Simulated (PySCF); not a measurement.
Compound: C5H8O3.
SMILES with atom numbers: `[O:1]=[C:2]1[CH2:3][C@H:4]([CH2:5][CH2:6][OH:7])[O:8]1` (hydrogens: H9, H10 on C3; H11 on C4; H12, H13 on C5; H14, H15 on C6; H16 on O7)

Structure used (GFN2-xTB), in Å, numbered top down from 1:
```xyz
16
C5H8O3 angstrom
O     -3.0506   -1.2048    1.4986
C     -2.1926   -0.5792    0.9692
C     -1.8820   -0.1195   -0.4435
C     -0.6451    0.5007    0.2272
C      0.7059   -0.0576   -0.1776
C      1.8200    0.4460    0.7495
O      3.0872   -0.0248    0.3701
O     -1.0903   -0.0050    1.5108
H     -2.6049    0.5745   -0.8631
H     -1.6865   -0.9208   -1.1514
H     -0.6298    1.5938    0.2490
H      0.9208    0.2436   -1.2047
H      0.6686   -1.1499   -0.1369
H      1.8848    1.5353    0.6961
H      1.5826    0.1621    1.7831
H      3.1043   -0.9854    0.4470
```

The calculation used PySCF 2.14.0, density-fitted response routines, TDDFT B3LYP/def2-SVPD, vertical, gas phase, core orbitals frozen in the response.

Kohn–Sham orbitals with the atoms that hold most of them (Löwdin shares over 4%, at most four atoms; ? is withheld):

```csv
orbital,ε (eV),atoms
LUMO+2,0.25,"C3 14%, H11 13%, H9 10%, C4 10%"
LUMO+1,0.06,"O7 23%, H16 18%, C6 11%, C5 11%"
LUMO,?,?
HOMO,-7.95,"O7 52%, C6 12%, C5 9%, O1 8%"
HOMO-1,-8.12,?
HOMO-2,-8.82,"O8 39%, O1 27%, C4 9%, C5 7%"
HOMO-3,-9.43,"O7 36%, C6 21%, H14 10%, C5 9%"
```

Task: Give the leading atoms of the LUMO.

Result: C2 (bonded to C and 2 O) 35%; O1 (bonded to C) 27%; O8 (bonded to 2 C) 16%; C3 (bonded to 2 C and 2 H) 10%. By element: carbon 45% or more, oxygen 43% or more.

Task: Which atoms hold the HOMO-1, and with what shares?

Result: O1 (bonded to C) 52%; O8 (bonded to 2 C) 12%; C2 (bonded to C and 2 O) 10%; C3 (bonded to 2 C and 2 H) 10%. By element: oxygen 64% or more, carbon 20% or more.

Task: What is the LUMO energy, and the HOMO–LUMO gap?

Result: ε(LUMO) = -0.36 eV; the gap is 7.59 eV (0.2789 hartree).

Task: The HOMO–LUMO gap is 7.59 eV. Where does the response calculation put the lowest singlet, and from which orbitals?

Result: S1 is at 5.91 eV (f = 0.0004), 1.68 eV below the gap, made of HOMO-1→LUMO (82%), HOMO→LUMO (16%). Its leading pair isn't HOMO and LUMO; the energies of that pair differ by 7.75 eV. 

Task: Give energy, strength and leading configuration of S1, S2, S3 and S7, and follow the Löwdin shares of the leading atoms from the occupied to the empty orbital.

Result: 
- S1 (5.91 eV, f 0.0004), HOMO-1→LUMO (82%): O1 52% → 27%, O8 12% → 16%, C2 10% → 35%; low, almost dark, from the terminal oxygen into the C=O bond, the pattern of n→π*
- S2 (6.82 eV, f 0.0094), HOMO→LUMO+1 (70%): O7 52% → 23%, C6 12% → 11%, H16 at most 9% → 18%
- S3 (6.97 eV, f 0.0020), HOMO→LUMO (74%): O7 52% → at most 11%, C6 12% → at most 11%, C2 at most 9% → 35%, O1 8% → 27%
- S7 (7.77 eV, f 0.074), HOMO-2→LUMO (76%): O8 39% → 16%, O1 27% → 27%, C2 at most 7% → 35%

Time: 72 s of wall time. Hardware: one thread of an Arm Neoverse N1 (shared host).

One conformer stands for the species.
